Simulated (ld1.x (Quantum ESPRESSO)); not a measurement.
## Configuration tests for sulfur (S) (RRKJ)

- Element: sulfur (S)
- Generator: ld1.x (Quantum ESPRESSO) 7.5
- Type: norm-conserving RRKJ (Kleinman–Bylander form)
- Functional: Wu–Cohen
- Relativity: scalar-relativistic
- Frozen core: [Ne]
- Valence charge: 6
- Reference configuration: 3s1.75 3p4.25
- Partial waves: 3s (bound): rc 1.20 bohr; 3p (bound): rc 1.20 bohr
- Local potential: all-electron potential smoothed inside 1.10 bohr (lloc = -1)
- Core correction: a·sin(br)/r model core, default radius (core density twice the valence density)

Energies are relative to the spin-unpolarised reference configuration 3s1.75 3p4.25; without spin polarisation the order of configurations can differ from experiment. The frozen-core shift is the all-electron ΔE with the core orbitals held at their reference shape minus the fully relaxed ΔE.

Give the all-electron excitation energy and the error of the potential for: 3s2 3p4; 3s2 3p3; 3s2 3p2; 3s2 3p0; 3s2 3p4.3; 3s0 3p6; 3s1 3p5.

```csv
valence configuration,charge,ΔE all-electron (eV),error AE − PS (meV),frozen-core shift (meV)
3s2 3p4,0,-2.560,+0.2,0.0
3s2 3p3,+1,9.185,+3.9,+1.1
3s2 3p2,+2,31.456,+30,+8.9
3s2 3p0,+4,112.343,+230,+115
3s2 3p4.3,-0.3,-4.261,+0.8,0.0
3s0 3p6,0,18.137,+4.4,+1.0
3s1 3p5,0,7.729,+0.7,+0.2
```
